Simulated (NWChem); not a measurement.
The numbers come from NWChem runs, not from measurements. System: C₂H₃ClF₂Si, charge 0, spin multiplicity 1, displaced from the optimised geometry. The structure started from a generated list of species. Level: B3LYP/def2-SVP, VWN1-RPA local correlation.

Input file:

```
start mol
memory heap 200 mb stack 800 mb global 1000 mb
geometry units angstroms nocenter noautoz
  F     -2.177716     1.242602     0.000000
  C     -1.845403    -0.073327     0.000000
  F     -2.963975    -0.825678     0.000000
  C     -0.558566    -0.536076     0.000000
  Si     0.953969     0.622667     0.000000
  Cl     2.693822    -0.598923     0.000000
  H     -0.426942    -1.650727     0.000000
  H      0.987712     1.509591    -1.247626
  H      0.987712     1.509591     1.247626
  symmetry group Cs
end
basis spherical
  * library def2-svp
end
dft
  xc b3lyp
  semidirect memsize 60000000 filesize 0
  iterations 100
  grid xcoarse
end
task dft gradient
```

Part of the output:

```
             Northwest Computational Chemistry Package (NWChem) 7.3.0
             --------------------------------------------------------

                                NWChem Input Module
                                -------------------

 Scaling coordinates for geometry "geometry" by  1.889725989
 (inverse scale =  0.529177249)

 Turning off AUTOSYM since
 SYMMETRY directive was detected!

                             Geometry "geometry" -> ""
                             -------------------------

 Output coordinates in angstroms (scale by  1.889725989 to convert to a.u.)

  No.       Tag          Charge          X              Y              Z
 ---- ---------------- ---------- -------------- -------------- --------------
    1 F                    9.0000    -2.17771600     1.24260200     0.00000000
    2 C                    6.0000    -1.84540300    -0.07332700     0.00000000
    3 F                    9.0000    -2.96397500    -0.82567800     0.00000000
    4 C                    6.0000    -0.55856600    -0.53607600     0.00000000
    5 Si                  14.0000     0.95396900     0.62266700     0.00000000
    6 Cl                  17.0000     2.69382200    -0.59892300     0.00000000
    7 H                    1.0000    -0.42694200    -1.65072700     0.00000000
    8 H                    1.0000     0.98771200     1.50959100    -1.24762600
    9 H                    1.0000     0.98771200     1.50959100     1.24762600

 Effective nuclear repulsion energy (a.u.)     330.3949318372

            Nuclear Dipole moment (a.u.)
            ----------------------------
        X                 Y               Z
 ---------------- ---------------- ----------------
    -0.0000207870     0.0000000000     0.0000000000

      Symmetry information
      --------------------

 Group name             Cs
 Group number              2
 Group order               2
 No. of unique centers     8

      Symmetry unique atoms

     1    2    3    4    5    6    7    8


 Summary of "ao basis" -> "" (spherical)
 ------------------------------------------------------------------------------
       Tag                 Description            Shells   Functions and Types
 ---------------- ------------------------------  ------  ---------------------
 *                          def2-svp                  on all atoms

                                 NWChem DFT Module
                                 -----------------

 Summary of "ao basis" -> "ao basis" (spherical)
 ------------------------------------------------------------------------------
       Tag                 Description            Shells   Functions and Types
 ---------------- ------------------------------  ------  ---------------------
 F                          def2-svp                 6       14   3s2p1d
 C                          def2-svp                 6       14   3s2p1d
 Si                         def2-svp                 8       18   4s3p1d
 Cl                         def2-svp                 8       18   4s3p1d
 H                          def2-svp                 3        5   2s1p

 Summary of "ao basis" -> "ao basis" (spherical)
 ------------------------------------------------------------------------------
       Tag                 Description            Shells   Functions and Types
 ---------------- ------------------------------  ------  ---------------------
 F                          def2-svp                 6       14   3s2p1d
 C                          def2-svp                 6       14   3s2p1d
[...]
    64      0.264327  5 Si px                77     -0.183661  6 Cl s

 Vector   35  Occ=0.000000D+00  E= 4.168627D-02  Symmetry=a'
              MO Center=  9.8D-01,  7.1D-01, -2.2D-14, r^2= 4.2D+00
   Bfn.  Coefficient  Atom+Function         Bfn.  Coefficient  Atom+Function
  ----- ------------  ---------------      ----- ------------  ---------------
    68      1.312005  5 Si py                67      0.771651  5 Si px
    45      0.719168  4 C  s                 99     -0.655954  8 H  s
   104     -0.655954  9 H  s                 49      0.502190  4 C  px
    50      0.282417  4 C  py                59      0.259196  5 Si s
    65      0.215825  5 Si py                86     -0.216452  6 Cl py

 center of mass
 --------------
 x =  -0.06027979 y =  -0.02268452 z =   0.00000000

 moments of inertia (a.u.)
 ------------------
         284.432159112375         127.958571847583           0.000000000000
         127.958571847583        2092.602321886505           0.000000000000
           0.000000000000           0.000000000000        2354.626040998472

     Multipole analysis of the density
     ---------------------------------

     L   x y z        total         alpha         beta         nuclear
     -   - - -        -----         -----         ----         -------
     0   0 0 0     -0.000000    -32.000000    -32.000000     64.000000

     1   1 0 0     -0.223857     -0.111918     -0.111918     -0.000021
     1   0 1 0      0.045163      0.022582      0.022582      0.000000
     1   0 0 1     -0.000000     -0.000000     -0.000000      0.000000

     2   2 0 0    -40.287988   -524.183895   -524.183895   1008.079802
     2   1 1 0      1.091614     27.587591     27.587591    -54.083568
     2   1 0 1     -0.000000     -0.000000     -0.000000      0.000000
     2   0 2 0    -35.199087    -90.087575    -90.087575    144.976063
     2   0 1 1     -0.000000     -0.000000     -0.000000      0.000000
     2   0 0 2    -35.804379    -23.460803    -23.460803     11.117228

            General Information
            -------------------
          SCF calculation type: DFT
          Wavefunction type:  closed shell.
          No. of atoms     :     9
          No. of electrons :    64
           Alpha electrons :    32
            Beta electrons :    32
          Charge           :     0
          Spin multiplicity:     1
          Use of symmetry is: on ; symmetry adaption is: on
          Maximum number of iterations: 100
          AO basis - number of functions:   107
                     number of shells:    49
          Convergence on energy requested:  1.00D-06
          Convergence on density requested:  1.00D-05
          Convergence on gradient requested:  5.00D-04

              XC Information
              --------------
                         B3LYP Method XC Potential
                     Hartree-Fock (Exact) Exchange  0.200
                        Slater Exchange Functional  0.800 local
                    Becke 1988 Exchange Functional  0.720 non-local
              Lee-Yang-Parr Correlation Functional  0.810
                  VWN I RPA Correlation Functional  0.190 local

             Grid Information
             ----------------
          Grid used for XC integration:  xcoarse
          Radial quadrature: Mura-Knowles
          Angular quadrature: Lebedev.
          Tag              B.-S. Rad. Rad. Pts. Rad. Cut. Ang. Pts.
          ---              ---------- --------- --------- ---------
          F                   0.50       21          12.0       194
          C                   0.70       21          10.0       194
          Si                  1.10       42           8.0       194
          Cl                  1.00       42          11.0       194
          H                   0.35       21          10.0       194
          Grid pruning is: on
          Number of quadrature shells:   210
          Spatial weights used:  Erf1

          Convergence Information
          -----------------------
          Convergence aids based upon iterative change in
          total energy or number of iterations.
          Levelshifting, if invoked, occurs when the
          HOMO/LUMO gap drops below (HL_TOL):  1.00D-02
          DIIS, if invoked, will attempt to extrapolate
          using up to (NFOCK): 10 stored Fock matrices.

                    Damping( 0%)  Levelshifting(0.5)       DIIS
                  --------------- ------------------- ---------------
          dE  on:    start            ASAP                start
          dE off:    2 iters        100 iters           100 iters

      Screening Tolerance Information
      -------------------------------
          Density screening/tol_rho:  1.00D-10
          AO Gaussian exp screening on grid/accAOfunc:  14
          CD Gaussian exp screening on grid/accCDfunc:  20
          XC Gaussian exp screening on grid/accXCfunc:  20
          Schwarz screening/accCoul:  1.00D-08

                            NWChem DFT Gradient Module
                            --------------------------

  charge          =   0.00
  wavefunction    = closed shell

  Using symmetry

                         DFT ENERGY GRADIENTS

    atom               coordinates                        gradient
                 x          y          z           x          y          z
   1 F      -4.115287   2.348177   0.000000   -0.007537   0.033763   0.000000
   2 C      -3.487306  -0.138568   0.000000   -0.005658   0.001044   0.000000
   3 F      -5.601101  -1.560305   0.000000   -0.028006  -0.019824   0.000000
   4 C      -1.055537  -1.013037   0.000000    0.025991  -0.003614   0.000000
   5 Si      1.802740   1.176670   0.000000   -0.001188  -0.002475   0.000000
   6 Cl      5.090585  -1.131800   0.000000    0.012596  -0.008135   0.000000
   7 H      -0.806803  -3.119422   0.000000    0.003209  -0.019048   0.000000
   8 H       1.866505   2.852713  -2.357671    0.000297   0.009144  -0.011823
   9 H       1.866505   2.852713   2.357671    0.000297   0.009144   0.011823

                 ----------------------------------------
                 |  Time  |  1-e(secs)   |  2-e(secs)   |
                 ----------------------------------------
                 |  CPU   |       0.01   |       4.75   |
                 ----------------------------------------
                 |  WALL  |       0.01   |       4.75   |
                 ----------------------------------------

 Task  times  cpu:        7.6s     wall:        7.6s

 Total times  cpu:        7.6s     wall:        7.6s
```
